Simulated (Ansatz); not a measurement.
C2H4Br2 (1,2-dibromoethane): from total energies to a heat of formation

The species is C2H4Br2 (8 atoms), meant as a singlet with charge 0. As SMILES, `BrCCBr`. The shape is that of a PBE0-D4/def2-TZVP optimisation. This is one conformer, not always the lowest.

```xyz
8

Br    2.1019    0.8713   -0.3590
C     0.6538   -0.3633    0.0562
C    -0.6538    0.3633   -0.0562
Br   -2.1019   -0.8713    0.3590
H     0.8362   -0.7274    1.0641
H     0.7312   -1.1822   -0.6545
H    -0.7312    1.1822    0.6545
H    -0.8362    0.7274   -1.0641
```

Total energies at HF/6-31G* (spherical functions) (Ansatz 0.2.0); the atoms run unrestricted:

```
species    state   energy (Eh)
C2H4Br2  singlet  -5222.270460
     Br  doublet  -2572.083809
      C  triplet    -37.680577
      H  doublet     -0.498233
```

Harmonic wavenumbers at PBE0-D4/def2-TZVP, in cm⁻¹: 103, 179, 192, 621, 688, 756, 947, 1089, 1105, 1207, 1283, 1286, 1476, 1480, 3121, 3130, 3182, 3206.

Measured heats of formation of the gaseous atoms at 298.15 K, in kJ/mol: Br 111.9, C 716.9, H 218.0. Spin-orbit lowering of the atoms at 298 K (mean of the ground term's levels less their thermal mean, from spectra), in kJ/mol: Br 14.69, C 0.02. Take 1 Eh = 2625.50 kJ/mol, 1 cm⁻¹ = 0.0119627 kJ/mol, RT = 2.479 kJ/mol.

Task: What heat of formation follows?

Result: 
1. Electronic atomisation energy: 2 × (-2572.083809) + 2 × (-37.680577) + 4 × (-0.498233) − (-5222.270460) = 0.748756 Eh = 1965.9 kJ/mol.
2. Zero-point energy: half the sum of the wavenumbers, 12525.5 cm⁻¹ = 149.8 kJ/mol.
3. Thermal vibrational enthalpy, Σ hcν̃/(exp(hcν̃/kT) − 1): 6.3 kJ/mol. Translation, rotation and pV of a non-linear molecule: 4 RT = 9.9 kJ/mol.
4. The 8 free atoms carry 5/2 RT each: 49.6 kJ/mol.
5. Spin-orbit coupling lowers the free atoms by 2 × 14.69 + 2 × 0.02 = 29.4 kJ/mol.
6. Atomisation enthalpy at 298 K: 1965.9 − 29.4 − 149.8 − 6.3 − 9.9 + 49.6 = 1820.1 kJ/mol.
7. Sum of the atoms' heats of formation: 2529.6 kJ/mol. Heat of formation: 2529.6 − 1820.1 = +709.5 kJ/mol.

The tabulated value is -37.6 kJ/mol (Active Thermochemical Tables), so this level is off by +747.1 kJ/mol, or 29.1 % of the atomisation enthalpy that the table implies (2567.0 kJ/mol). Hartree–Fock leaves out correlation, which is larger in the molecule than in the atoms, so it underbinds and puts the heat of formation too high. Relativity is left out. Anharmonicity and any spin-orbit splitting of the molecule are left out.
